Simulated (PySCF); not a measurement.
# What a mistake does to a calculation on B3CH6 cation

These are calculations, not measurements. They come from PySCF 2.14.0, an open-source quantum chemistry program, on an isolated molecule that a program drew, which may never have been made. The molecule is B3CH6 cation (charge +1, singlet), drawn as the SMILES string `[BH+]CBB`.

Each row is a Hartree-Fock (HF) and frozen-core CCSD(T) single point in the cc-pVDZ basis, meant for a local HF minimum. Run 1 is clean. Each other run has one planted mistake out of seven kinds, and not every kind appears here: one electron removed, one electron added, multiplicity raised by two, geometry at a saddle point, minimal basis STO-3G, one bond length entered in bohr, all coordinates scaled. The reference is restricted for singlets and unrestricted otherwise, and also for a bond in bohr. Adding or removing an electron swaps singlet and doublet. Electrons count all cores. HOMO and LUMO are orbital energies over both spins, the gradient is its largest component, and the lowest frequency (negative if imaginary) is given only where the gradient is small. Bond lengths are over the 9 bonds as drawn. T1 is the CCSD diagnostic: over 0.02 (restricted) or 0.045 (unrestricted) a single reference is doubtful.

Geometry of the clean run:
```xyz
10
B3CH6 cation, angstrom
B    -2.0878    1.0642    0.2554
C    -0.6856    0.6897    0.4195
B    -0.6990   -0.9583    0.5569
B     0.6893   -1.8615    0.2253
H    -3.2386    1.2750    0.1504
H     0.0137    1.1002   -0.3111
H    -0.3806    1.0147    1.4329
H    -1.7206   -1.4645    0.9335
H     0.8690   -2.2969   -0.8751
H     1.4980   -2.0702    1.0815
```

```
run  electrons  basis functions  <S^2>  HOMO (eV)  LUMO (eV)  gradient (hartree/bohr)  lowest frequency (cm^-1)  mean bond (Å)  longest bond (Å)      T1  HF (hartree)  CCSD(T) (hartree)                          mistake
  1         26               86  0.000     -16.24      -4.48                  3.1e-05                        74         1.3078             1.689  0.0150    -115.07408         -115.49381                         no fault
  2         26               26  0.000     -15.32      -2.35                  2.1e-02                         -         1.3078             1.689  0.0136    -113.70965         -113.90924             minimal basis STO-3G
  3         27               86  0.765      -6.61       1.91                  5.2e-02                         -         1.3078             1.689  0.0141    -115.27653         -115.71023               one electron added
  4         26               86  0.685     -16.26      -5.08                  3.3e-02                         -         1.4240             2.220  0.0688    -114.93874         -115.36176  one bond length entered in bohr
  5         25               86  0.760     -24.61     -13.46                  8.0e-02                         -         1.3078             1.689  0.0175    -114.52958         -114.92013                                ?
  6         26               86  0.000     -16.84      -4.28                  8.0e-02                         -         1.1901             1.537  0.0141    -114.99643         -115.40760                                ?
```

**Which mistake was planted in run 5, and what did it cost?**

It counts 25 electrons, one fewer than the clean run, at the same geometry and basis. So the mistake is: one electron removed. Subtracting run 1 and multiplying by 627.51 kcal/mol a hartree, the energy moved by 341.7 kcal/mol in HF and 360.0 kcal/mol in CCSD(T).

**Which mistake was planted in run 6, and what did it cost?**

The mean and the longest bond both change by the same factor, 0.910, and the gradient is no longer small. So the mistake is: all coordinates scaled. Subtracting run 1 and multiplying by 627.51 kcal/mol a hartree, the energy moved by 48.7 kcal/mol in HF and 54.1 kcal/mol in CCSD(T).

Cautions from the logs. Run 4: T1 is over the limit, so its CCSD(T) energy is less reliable.
